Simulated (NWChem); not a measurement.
CH₃ClGeO₂; SMILES O[C](=O)[GeH2][Cl]

```xyz
8

O     -0.3477    -2.4968     0.0000
C      0.2752    -1.4692     0.0000
O      1.6031    -1.3988     0.0000
Ge    -0.6898     0.2696     0.0000
Cl     0.6773     1.9403     0.0000
H      1.9401    -2.3129     0.0000
H     -1.5373     0.3402     1.2746
H     -1.5373     0.3402    -1.2746
```
Atoms are numbered in this order, from 1.

Computed with NWChem. Pople sets run with spherical d functions. Medium grid unless said otherwise, to which SCAN and Minnesota functionals are sensitive. All runs use the structure optimised with PBE0/def2-SVP. Hybrids' shares of exact exchange are those that their runs print; pure functionals count as 0. The functionals differ in more than this share.

```
row             share of exact exchange  orbital gap (eV)
--------------  -----------------------  ----------------
PBE/6-31G*                         0.00              4.85
BP86/6-31G*                        0.00              4.87
TPSSh/6-31G*                       0.10              6.07
B3LYP/6-31G*                       0.20          withheld
r2SCAN0/6-31G*                     0.25              7.72
```

Task: Fit a straight line of the last column on the one before it, predict the withheld value, and compare with the run.

Result: 
1. Means of the 4 shown rows: x = 0.087, y = 5.877. Slope Σ(x − x̄)(y − ȳ)/Σ(x − x̄)² = 0.4799/0.04188 = 11.46; intercept 4.875.
2. The shown rows scatter about the line by 0.029 (root mean square); the largest residual is +0.05, at TPSSh/6-31G*.
3. At x = 0.20 (B3LYP/6-31G*; inside the shown range) the line gives 7.17.
4. The run gives 6.90, -0.27 from the line, 9.2 times the scatter.
